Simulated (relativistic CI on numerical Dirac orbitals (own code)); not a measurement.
**Spin-allowed bands of a d8 ion in a tetrahedral site, by hand**

Problem. Take Δ = 8050 cm⁻¹ and B = 680 cm⁻¹ for a d8 ion in a tetrahedral site. Calculate the three spin-allowed bands.

Working.
1. The terms of highest spin are 3F (energy 0) and 3P (15B = 10200 cm⁻¹). Here the F term splits into A2 at +1.2Δ = 9660, T2 at +0.2Δ = 1610 and T1 at −0.6Δ = -4830 cm⁻¹.
2. The two T1 states mix through the element 0.4Δ: H = [[-4830, 3220], [3220, 10200]], with roots ½(H₁₁ + H₂₂) ∓ ½√[(H₂₂ − H₁₁)² + 4H₁₂²] = ½(5370) ∓ ½(16352) = -5491 and 10861 cm⁻¹.
3. The ground term is 3T1 at -5491 cm⁻¹.
4. Bands: 3T2 7101 cm⁻¹ (1408 nm), 3A2 15151 cm⁻¹ (660 nm), 3T1(P) 16352 cm⁻¹ (612 nm).

Check. Exact diagonalisation of the whole d8 shell with these parameters gives 3T2 7101, 3A2 15151, 3T1 16352 cm⁻¹. The match is exact, since without spin-orbit coupling no other term has this spin. The ratio of the second band to the first, 2.134, depends on Δ/B = 11.8 alone, which is how a Tanabe-Sugano diagram is read.
